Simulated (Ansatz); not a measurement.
Program: Ansatz. Geometries: PBE0-D4/def2-TZVP. ΔE: electronic, gas phase. CCSD(T)/CBS is the MP2 limit (def2-TZVPP, def2-QZVPP) plus CCSD(T) − MP2 in def2-TZVPP, frozen cores. This one scheme is used for every species. DFT in def2-TZVPP. Each species was taken in one conformer, which may not be the lowest.

Reaction (ligand exchange at the Si–C bond): `SC[SiH2]S` + `OCS` → `OCS[SiH2]S` + CH₃SH

```csv
level,ΔE (eV)
r2SCAN-D4,-0.83
PBE0-D4,-0.81
ωB97X-V,-0.75
r2SCAN,-0.82
PBE0,-0.79
CCSD(T)/def2-TZVPP,-0.73
MP2/def2-QZVPP,-0.77
MP2/CBS(def2),-0.78
```

Task: What does CCSD(T)/CBS give? (An estimate is asked.)

Result: Ansatz gave: -0.75 eV. The listed levels differ from it by -0.08, -0.06, 0.00, -0.07, -0.04, 0.02, -0.02, -0.03 eV.

Largest T1 diagnostic among the species: 0.012.
